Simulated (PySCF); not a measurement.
## Bonding in `CC(=O)/C=C(\[O-])CC(N)=O`

Species: C6H8NO3 (charge -1).
SMILES with atom numbers: `[CH3:1][C:2](=[O:3])/[CH:4]=[C:5](\[O-:6])[CH2:7][C:8]([NH2:9])=[O:10]` (hydrogens: H11, H12, H13 on C1; H14 on C4; H15, H16 on C7; H17, H18 on N9)

Cartesian coordinates in Å at the GFN2-xTB level; atoms count from 1:
```
atom  x, y, z in Å
C1    -2.5733    0.9491   -0.7900
C2    -2.2317    0.4389    0.6016
O3    -3.0694    0.5401    1.5093
C4    -0.9514   -0.1381    0.7957
C5     0.0391   -0.3178   -0.1531
O6    -0.0018    0.0007   -1.3710
C7     1.3229   -1.0340    0.3472
C8     2.5755   -0.3295   -0.1182
N9     2.5707   -0.1253   -1.4575
O10    3.4992   -0.0166    0.6188
H11   -1.8620    1.7174   -1.0842
H12   -2.4901    0.1385   -1.5100
H13   -3.5845    1.3551   -0.7968
H14   -0.7514   -0.4782    1.8037
H15    1.3131   -2.0332   -0.0975
H16    1.3332   -1.1245    1.4322
H17    3.2613    0.5178   -1.8171
H18    1.5918   -0.0541   -1.8115
```

Bond orders from the PBE0/pcSseg-1 density (PySCF). The structure is a single GFN2-xTB conformer in the gas phase; no vibrational or solvent corrections. The pcSseg-1 basis has no diffuse functions, a weakness for an anion.

(1) How far do the computed orders between heavy atoms stray from the drawn ones?

(2) Give the Mayer order of every bond between heavy atoms, beside its length.

## Answers

(1) The largest departure is 0.657, at C4–C5 (drawn double, 1.343). Drawn single, order above 1.12: C2–C4 (1.254), C5–O6 (1.564) and C8–N9 (1.234). Drawn double or triple, more than 0.30 short of the drawn order: C4–C5 (1.343). The SMILES, with its formal charges, is one Lewis structure only.

(2) 
```json
{"bond": "C1–C2", "drawn as": "single", "length (Å)": "1.521", "Mayer order": "1.022"}
{"bond": "C2–O3", "drawn as": "double", "length (Å)": "1.239", "Mayer order": "1.842"}
{"bond": "C2–C4", "drawn as": "single", "length (Å)": "1.418", "Mayer order": "1.254"}
{"bond": "C4–C5", "drawn as": "double", "length (Å)": "1.383", "Mayer order": "1.343"}
{"bond": "C5–O6", "drawn as": "single", "length (Å)": "1.260", "Mayer order": "1.564"}
{"bond": "C5–C7", "drawn as": "single", "length (Å)": "1.553", "Mayer order": "0.948"}
{"bond": "C7–C8", "drawn as": "single", "length (Å)": "1.511", "Mayer order": "0.971"}
{"bond": "C8–N9", "drawn as": "single", "length (Å)": "1.355", "Mayer order": "1.234"}
{"bond": "C8–O10", "drawn as": "double", "length (Å)": "1.222", "Mayer order": "1.922"}
```

By pair of heavy elements: C–C: lowest C5–C7 (0.948, 1.553 Å), highest C4–C5 (1.343, 1.383 Å); in 1 of the 10 pairs the longer bond (by over 0.003 Å) has the higher order (by 0.02 or more). C–O: lowest C5–O6 (1.564, 1.260 Å), highest C8–O10 (1.922, 1.222 Å).

Q: And the bonds to hydrogen?

A: C–H: 0.93 to 0.96 (6 bonds); H–N: 0.84 to 0.94 (2 bonds).

Q: Sum the orders of all bonds at each heavy atom with more than one neighbour and set the sums beside the valence in the SMILES.

A: C1 3.878 (drawn 4), C2 4.118 (drawn 4), C4 3.551 (drawn 4), C5 3.855 (drawn 4), C7 3.795 (drawn 4), C8 4.127 (drawn 4), N9 3.014 (drawn 3). Orders between atoms that aren't bonded are not in these sums.

The Mayer order sums products of elements of PS (density times overlap matrix) between the two atoms' basis functions, so it depends on the basis set.
